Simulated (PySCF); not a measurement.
Species: C3H16Si4.
SMILES with atom numbers: `[CH3:1][Si@@H:2]([CH2:3][SiH3:4])[CH:5]([SiH3:6])[SiH3:7]` (hydrogens: H8, H9, H10 on C1; H11 on Si2; H12, H13 on C3; H14, H15, H16 on Si4; H17 on C5; H18, H19, H20 on Si6; H21, H22, H23 on Si7)

The same species was optimised twice, with GFN2-xTB and with PBE0-D3(BJ)/def2-SVP (PySCF), and the same property calculations (PySCF, gas phase) were run on both structures.

```csv
coordinate,GFN2-xTB,PBE0-D3(BJ)/def2-SVP,change
C1–Si2 (Å),1.900,1.879,-0.021
C5–Si6 (Å),1.902,1.882,-0.020
Si2–C5 (Å),1.912,1.894,-0.018
C5–Si7 (Å),1.901,1.883,-0.018
Si2–C3 (Å),1.901,1.884,-0.017
C3–Si4 (Å),1.895,1.879,-0.016
C1–Si2–C3 (°),109.6,110.8,+1.2
Si2–C5–Si6 (°),114.0,113.2,-0.8
Si6–C5–Si7 (°),111.7,111.1,-0.6
C3–Si2–C5 (°),110.3,109.9,-0.4
Si2–C5–Si7 (°),112.2,111.9,-0.3
C1–Si2–C5 (°),110.8,110.9,+0.1
Si2–C3–Si4 (°),115.7,115.6,-0.1
C1–Si2–C3–Si4 (°),-63,-55,+8
C1–Si2–C5–Si6 (°),-57,-47,+10
```

Rotational constants: A = 1515, B = 635.8, C = 550.6 MHz (GFN2-xTB) against A = 1558, B = 664.6, C = 556.3 MHz (PBE0-D3(BJ)/def2-SVP). Point groups within 0.08 Å: C1 and C1.

On the GFN2-xTB structure: HOMO (eV) -8.34 [PBE0/pcSseg-1]; LUMO (eV) 0.32 [PBE0/pcSseg-1]; dipole (D) 0.66 [PBE0/pcSseg-1]; GIAO shielding of C1 (ppm) 188.8 [PBE0/pcSseg-1]; GIAO shielding of Si2 (ppm) 361.2 [PBE0/pcSseg-1]; GIAO shielding of C3 (ppm) 197.5 [PBE0/pcSseg-1]; GIAO shielding of Si4 (ppm) 424.8 [PBE0/pcSseg-1]; GIAO shielding of C5 (ppm) 200.4 [PBE0/pcSseg-1]; GIAO shielding of Si6 (ppm) 424.6 [PBE0/pcSseg-1]; GIAO shielding of Si7 (ppm) 419.2 [PBE0/pcSseg-1].

Q: What do these properties become on the PBE0-D3(BJ)/def2-SVP structure?

A: 
```csv
property,level,on GFN2-xTB,on PBE0-D3(BJ)/def2-SVP,change
HOMO (eV),PBE0/pcSseg-1,-8.34,-8.43,-0.09
LUMO (eV),PBE0/pcSseg-1,0.32,0.32,0.00
dipole (D),PBE0/pcSseg-1,0.66,0.70,+0.04
"energy, GFN2-xTB geometry as zero (kcal/mol)",PBE0/pcSseg-1,0.0,-2.2,-2.2
GIAO shielding of C1 (ppm),PBE0/pcSseg-1,188.8,186.6,-2.2
GIAO shielding of Si2 (ppm),PBE0/pcSseg-1,361.2,362.3,+1.1
GIAO shielding of C3 (ppm),PBE0/pcSseg-1,197.5,197.6,+0.1
GIAO shielding of Si4 (ppm),PBE0/pcSseg-1,424.8,421.3,-3.5
GIAO shielding of C5 (ppm),PBE0/pcSseg-1,200.4,203.6,+3.2
GIAO shielding of Si6 (ppm),PBE0/pcSseg-1,424.6,422.0,-2.6
GIAO shielding of Si7 (ppm),PBE0/pcSseg-1,419.2,417.1,-2.1
```

The heavy atoms differ by 0.140 Å rms after alignment. Among bonds between heavy atoms C1–Si2 and C5–Si6 change most and about equally (-0.021 to -0.020 Å). Changes are differences of the printed values. Neither structure is proved a minimum here.

Conformer computed: `[CH3:1][Si@@H:2]([CH2:3][SiH3:4])[CH:5]([SiH3:6])[SiH3:7]`: C1–Si2–C3–Si4 -55°, C1–Si2–C5–Si6 -47°.
